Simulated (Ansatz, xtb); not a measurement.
A geometry optimisation of CH2ClFSi with r2SCAN-D4/def2-SVP

The starting geometry of this gas-phase singlet was built from a drawn formula by distance geometry and a force field; its bonds are those of `F[C][SiH2]Cl`.

| atom | x (Å) | y (Å) | z (Å) |
| --- | --- | --- | --- |
| C | -3.1641 | 0.2416 | 0.3509 |
| Cl | -2.6783 | 2.1708 | -2.0927 |
| F | -4.1520 | -0.4483 | 1.0806 |
| Si | -1.8683 | 1.1138 | -0.5227 |
| H | -0.9193 | 0.1622 | -1.1707 |
| H | -1.1077 | 2.0365 | 0.3261 |

Q: Where would you expect an optimisation with r2SCAN-D4/def2-SVP to take it?

A: It keeps its bonds, and is `F[C][SiH2]Cl`.

The energy falls by 1.61 eV over 16 steps:

```tsv
step	E − E(last) (eV)
1	1.608
3	0.897
4	0.710
6	0.267
8	0.188
9	0.078
11	0.005
13	0.001
14	0.000
16	0.000
```

Final geometry (Å):

```
atom    x (Å)    y (Å)    z (Å)
   C  -2.8456  -0.0124   0.7294
  Cl  -2.8547   2.1548  -2.0586
   F  -4.1391  -0.0796   0.6131
  Si  -1.9121   1.0856  -0.5399
   H  -0.9575   0.1030  -1.1324
   H  -1.1807   2.0250   0.3599
```

From the same start GFN2-xTB ends elsewhere, differing in C1–Cl2 (1.95 against 3.53 Å here).

The end wasn't checked by frequencies. Run with Ansatz 0.2.0, 39 s on 1 thread of Arm Neoverse V2 (shared host).
